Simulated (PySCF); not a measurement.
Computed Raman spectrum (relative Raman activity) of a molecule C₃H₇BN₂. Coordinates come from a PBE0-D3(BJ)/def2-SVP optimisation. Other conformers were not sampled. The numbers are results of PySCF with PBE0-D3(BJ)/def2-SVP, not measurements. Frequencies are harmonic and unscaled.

```tsv
ν (cm⁻¹)	relative intensity
120	2.5
546	2.3
891	2.8
1084	19
1353	9.3
1422	3.4
2070	2.3
3141	43
3146	100
3237	51
3650	23
3657	73
3759	22
3764	24
```

Question: Which structure fits?
A) C[C@H]1N=CB1N
B) NB1C=CCN1
C) C=C=CB(N)N
D) C#CB(N)NC

Answer: C, C=C=CB(N)N
